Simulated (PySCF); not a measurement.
# How methods differ on the ionisation energy of Si²⁺

Si²⁺ [Ne] 3s2 (1S) → Si³⁺ [Ne] 3s1 (2S), as a difference of total energies. Computed with PySCF 2.14 in jorge-DZP-DKH, with scalar relativity by spin-free X2C-1e. Correlated levels: valence: [Ne] frozen. The calculations carry no spin-orbit coupling.

| method | ionisation energy (eV) | error (eV) |
| --- | --- | --- |
| UHF | 32.019 | -1.474 |
| PBE | 33.480 | -0.013 |
| TPSS | 33.282 | -0.211 |
| MP2 (valence) | 32.801 | -0.692 |
| SCS-MP2 (valence) | 32.957 | -0.536 |
| CCSD (valence) | 33.194 | -0.299 |

Reference: 33.493 eV (measured; NIST Atomic Spectra Database, ionization energies).

Errors of the correlated levels include the incompleteness of this basis and the frozen core.

With two correlated electrons CCSD is exact in that space.
